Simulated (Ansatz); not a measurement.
Basis sets compared for the cluster MgAg₆⁺. The state is a doublet with charge 1. Geometry PBE-D4/def2-SVP. Ansatz on 4 threads of Arm Neoverse V1 on a shared host; times are rough, and most runs start from earlier orbitals.

| atom | x (Å) | y (Å) | z (Å) |
| --- | --- | --- | --- |
| Mg1 | 1.377 | -1.709 | 0.772 |
| Ag2 | -0.457 | -1.989 | -1.276 |
| Ag3 | -1.058 | -0.392 | 0.995 |
| Ag4 | 1.047 | 0.404 | -0.999 |
| Ag5 | 1.364 | 0.862 | 1.785 |
| Ag6 | -1.701 | 0.530 | -1.586 |
| Ag7 | -0.573 | 2.294 | 0.309 |

In the def2 sets Ag takes a core potential; there is no spin–orbit coupling. No other spin state of charge 1 was run. The structure comes from a short search, and lower isomers may exist.

```csv
level,functions,energy (Eh),HOMO (eV),LUMO (eV),wall time
PBE-D4/def2-SVP,204,-1081.7014,-8.20,-7.86,13 s
PBE0-D4/def2-SVP,204,-1081.5950,-8.59,-6.96,22 s
```

Estimate the rows for PBE-D4/def2-TZVP (with forces), PBE0-D4/def2-TZVP.


```
                         level  functions  energy (Eh)  HOMO (eV)  LUMO (eV)  wall time
PBE-D4/def2-TZVP (with forces)        272   -1082.0068      -8.20      -7.86       15 s
             PBE0-D4/def2-TZVP        272   -1081.8901      -8.58      -6.95       27 s
```
